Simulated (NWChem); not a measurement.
System: C$_{2}$H$_{4}$FNSi; SMILES [C@H]1(N=C[SiH2]1)F

Excerpt of the output:

```
             Northwest Computational Chemistry Package (NWChem) 7.3.0
             --------------------------------------------------------

                             Geometry "geometry" -> ""
                             -------------------------

 Output coordinates in angstroms (scale by  1.889725989 to convert to a.u.)

  No.       Tag          Charge          X              Y              Z
 ---- ---------------- ---------- -------------- -------------- --------------
    1 F                    9.0000     0.47685100    -1.85470500    -0.26057600
    2 C                    6.0000     0.03741700    -0.76905600     0.46653600
    3 N                    7.0000    -1.30536700    -0.32251400     0.01426800
    4 C                    6.0000    -1.13314800     0.93691300    -0.22597100
    5 Si                  14.0000     0.73919300     0.97913900     0.01803400
    6 H                    1.0000    -0.01527300    -1.06868700     1.51939900
    7 H                    1.0000    -1.97554400     1.56965500    -0.50977900
    8 H                    1.0000     1.37296800     1.87273100     1.03186900
    9 H                    1.0000     1.53617600     1.02780100    -1.23527800

 Effective nuclear repulsion energy (a.u.)     216.1081398978

                              NWChem Property Module
                              ----------------------

  itol2e modified to match energy
  convergence criterion.

                                 NWChem DFT Module
                                 -----------------

 Summary of "ao basis" -> "ao basis" (spherical)
 ------------------------------------------------------------------------------
       Tag                 Description            Shells   Functions and Types
 ---------------- ------------------------------  ------  ---------------------
 F                         def2-tzvp                11       31   5s3p2d1f
 C                         def2-tzvp                11       31   5s3p2d1f
 N                         def2-tzvp                11       31   5s3p2d1f
 Si                        def2-tzvp                13       37   5s5p2d1f
 H                         def2-tzvp                 4        6   3s1p

  itol2e modified to match energy
  convergence criterion.

[...]

          -----------------------
          Electric field gradient
          -----------------------

 1 a.u. = 0.324123 10**(16) esu/cm**3  ( or statvolts/cm**2 ) = 0.97174 10**(22) v/m**2

 ------------------------------------------------------------
   Atom      X         Y         Z
 ------------------------------------------------------------
    1 F    0.90112  -3.50488  -0.49242
 ------------------------------------------------------------

 Electric field gradient in molecular frame (a.u.)
         XX             YY             ZZ             XY             XZ             YZ
 ------------------------------------------------------------------------------------------
        0.948039      -1.224716       0.276677       1.073064       0.660958      -1.872284

 Principal components (a.u.) and orientation
 of principal axis w.r.t. absolute frame                      Asymmetry parameter eta
 --------------------------------------------------------------------------------------
       -2.902959       1.556487       1.346473                       0.072345

       -0.310820      -0.240041       0.919658
        0.789370      -0.604146       0.109098
        0.529420       0.759860       0.377262

 ------------------------------------------------------------
   Atom      X         Y         Z
 ------------------------------------------------------------
    2 C    0.07071  -1.45331   0.88163
 ------------------------------------------------------------

 Electric field gradient in molecular frame (a.u.)
         XX             YY             ZZ             XY             XZ             YZ
 ------------------------------------------------------------------------------------------
       -0.015269      -0.092111       0.107380       0.227073       0.016037      -0.329893

 Principal components (a.u.) and orientation
 of principal axis w.r.t. absolute frame                      Asymmetry parameter eta
 --------------------------------------------------------------------------------------
       -0.430074       0.394063       0.036011                       0.832537

       -0.435375       0.321752       0.840788
        0.761394       0.629926       0.153205
        0.480340      -0.706873       0.519234

 ------------------------------------------------------------
   Atom      X         Y         Z
 ------------------------------------------------------------
    3 N   -2.46679  -0.60946   0.02696
 ------------------------------------------------------------

 Electric field gradient in molecular frame (a.u.)
         XX             YY             ZZ             XY             XZ             YZ
 ------------------------------------------------------------------------------------------
        0.419606       0.345953      -0.765559       0.636141       0.156741      -0.112227

 Principal components (a.u.) and orientation
 of principal axis w.r.t. absolute frame                      Asymmetry parameter eta
 --------------------------------------------------------------------------------------
        1.020763      -0.828638      -0.192124                       0.623567

        0.729229      -0.228564      -0.644968
        0.683947       0.214517       0.697280
        0.021017       0.949600      -0.312758

 ------------------------------------------------------------
   Atom      X         Y         Z
 ------------------------------------------------------------
    4 C   -2.14134   1.77051  -0.42702
 ------------------------------------------------------------

[...]
```

Level: PBE0/def2-TZVP. All runs use the structure optimised with B3LYP/6-31G* (spherical d). NWChem prints the field gradient with the sign opposite to the second derivative of the potential.

Question: Reconstruct the input file.

Answer: Several could match; the one computed here: the input that was run:
```
start job
memory heap 200 mb stack 900 mb global 1100 mb
geometry units angstroms noautosym nocenter noautoz
  F      0.476851    -1.854705    -0.260576
  C      0.037417    -0.769056     0.466536
  N     -1.305367    -0.322514     0.014268
  C     -1.133148     0.936913    -0.225971
  Si     0.739193     0.979139     0.018034
  H     -0.015273    -1.068687     1.519399
  H     -1.975544     1.569655    -0.509779
  H      1.372968     1.872731     1.031869
  H      1.536176     1.027801    -1.235278
end
basis spherical
  F library def2-tzvp
  C library def2-tzvp
  N library def2-tzvp
  Si library def2-tzvp
  H library def2-tzvp
end
dft
  xc pbe0
  iterations 150
  semidirect filesize 400000000
end
property
  efieldgrad
end
task dft property
```
